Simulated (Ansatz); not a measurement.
[MnNCl4]2- (MnNCl4²⁻), relaxed as a triplet with UKS r2SCAN-D4/def2-SVPD in Ansatz, starting from the r2SCAN-D4/def2-SVPD geometry of the charge -2 singlet. Force threshold 0.02 eV/Å.

A multiply charged anion in the gas phase is held together partly by the finite basis. Removing one electron lowers the energy by 0.54 eV at PBE0-D4/def2-TZVPD, so it isn't bound. The charge -2 triplet is spin-contaminated (final ⟨S²⟩ up to 2.75, 2.00 for a pure state). The highest occupied level of the charge -2 triplet lies above zero (up to 1.92 eV). The electron is either unbound and held by the finite basis, or the level is raised by self-interaction error.

Start:

```
atom    x (Å)    y (Å)    z (Å)
 Mn1  -0.0023   0.0992   0.0491
  N2  -0.0330   1.4293   0.7077
 Cl3   0.2202   0.6356  -2.2344
 Cl4  -2.2750  -0.3308  -0.3997
 Cl5  -0.2026  -1.3996   1.8561
 Cl6   2.2927  -0.4338   0.0212
```

```json
{"step": "1", "energy (eV)": "-82882.2602", "largest force component (eV/Å)": "2.022", "SCF passes": "62"}
{"step": "2", "energy (eV)": "-82882.4295", "largest force component (eV/Å)": "1.279", "SCF passes": "34"}
{"step": "3", "energy (eV)": "-82882.4388", "largest force component (eV/Å)": "0.926", "SCF passes": "33"}
{"step": "4", "energy (eV)": "-82882.4511", "largest force component (eV/Å)": "0.440", "SCF passes": "33"}
{"step": "5", "energy (eV)": "-82882.4614", "largest force component (eV/Å)": "0.032", "SCF passes": "26"}
{"step": "6", "energy (eV)": "-82882.4626", "largest force component (eV/Å)": "0.015", "SCF passes": "27"}
{"step": "7", "energy (eV)": "-82882.4632", "largest force component (eV/Å)": "0.013", "SCF passes": "28"}
{"step": "8", "energy (eV)": "-82882.4808", "largest force component (eV/Å)": "0.389", "SCF passes": "32"}
{"step": "9", "energy (eV)": "-82882.5400", "largest force component (eV/Å)": "0.592", "SCF passes": "33"}
{"step": "10", "energy (eV)": "-82882.6089", "largest force component (eV/Å)": "0.427", "SCF passes": "33"}
{"step": "11", "energy (eV)": "-82882.6567", "largest force component (eV/Å)": "0.167", "SCF passes": "34"}
{"step": "12", "energy (eV)": "-82882.6575", "largest force component (eV/Å)": "0.186", "SCF passes": "31"}
{"step": "13", "energy (eV)": "-82882.6615", "largest force component (eV/Å)": "0.090", "SCF passes": "27"}
{"step": "14", "energy (eV)": "-82882.6623", "largest force component (eV/Å)": "0.010", "SCF passes": "29"}
```

Force components are those of the run's own axes.

End:

```xyz
6

Mn   -0.002    0.099    0.049
N    -0.035    1.511    0.748
Cl    0.236    1.379   -2.094
Cl   -1.938   -1.027   -0.722
Cl   -0.249   -0.839    2.362
Cl    1.988   -1.123   -0.343
```

By distances, no bond broke or formed. The bond that changes most is Mn1–Cl5, from 2.36 to 2.51 Å (atoms count from 1).

The force fell under the threshold at step 6, but the optimiser went on and released 0.200 eV more. No frequencies were taken in this run, so the end may be a saddle point.

Run time 1.9 min (4 threads of Arm Neoverse V1 on a shared host).
